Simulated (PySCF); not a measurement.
A calculated (MN15, PySCF 2.14, x2c-SVPall, scalar relativity by spin-free X2C-1e) atom or ion has these occupied shells.

```tsv
shell	electrons	orbital energy (eV)	rms radius, mean of both spins (bohr)
1s	2	-3521.4	0.0939
2s	2	-358.89	0.424
2p	6	-292.32	0.389
3s	2	-45.385	1.37
3p	6	-28.334	1.56
```

Problem. Name the element and its charge.

Solution. K⁺ (potassium, charge +1), in [Ar], closed-shell 1S.
